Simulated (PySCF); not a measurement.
Computed properties of ammonia borane (BH6N), SMILES [BH3-][NH3+]

BH₆N, SMILES [BH3-][NH3+]. Geometry optimised at B3LYP-D3(BJ)/def2-TZVP. The values are those of a single conformer. All values are computed for the isolated molecule unless a solvent is named; none is compared with measurement here.

**Structure.** The optimised structure has C3v symmetry. All 18 harmonic modes at B3LYP-D3(BJ)/def2-TZVP (PySCF) are real, so it is a minimum.

**Vibrations.** The strongest infrared lines (harmonic, unscaled, degenerate partners summed) lie at 2491 cm⁻¹ (490 km/mol, H 89 %, B 11 %), 1194 cm⁻¹ (135 km/mol, H 87 %, B 13 %), 1331 cm⁻¹ (114 km/mol, H 85 %, N 15 %). The softest mode is at 267 cm⁻¹ and the zero-point energy is 43.7 kcal/mol.

**Electronic structure.** M06-2X/def2-TZVPD (PySCF) places the frontier levels at -9.12 and -0.32 eV, a gap of 8.80 eV, and gives a dipole moment of 5.23 D and a mean polarisability of 31.3 bohr³. PBE/def2-TZVPD (PySCF) at the same geometry gives -6.46 and -1.23 eV, so its gap is 3.57 eV narrower. An orbital gap is neither the optical nor the fundamental gap.

**Excitations.** TDA-PBE0/def2-TZVPD (PySCF) has S1 at 6.15 eV (201 nm, f = 0.013, weak); the most intense of the 10 singlets computed lies at 7.92 eV (f = 0.16). Strengths of degenerate partners are summed. T1 (TDA) is at 6.03 eV, 0.12 eV under S1. TDA-PBE/def2-TZVPD (PySCF) puts S1 at 5.25 eV. No vertical singlet excitation falls in the visible range (under 3.1 eV).

**NMR.** GIAO shifts at B3LYP/pcSseg-2 (PySCF) (non-relativistic, atoms alike by connectivity averaged): ¹H from 2.2 to 2.7 ppm against TMS; ¹¹B at -32.8 ppm against BF3.
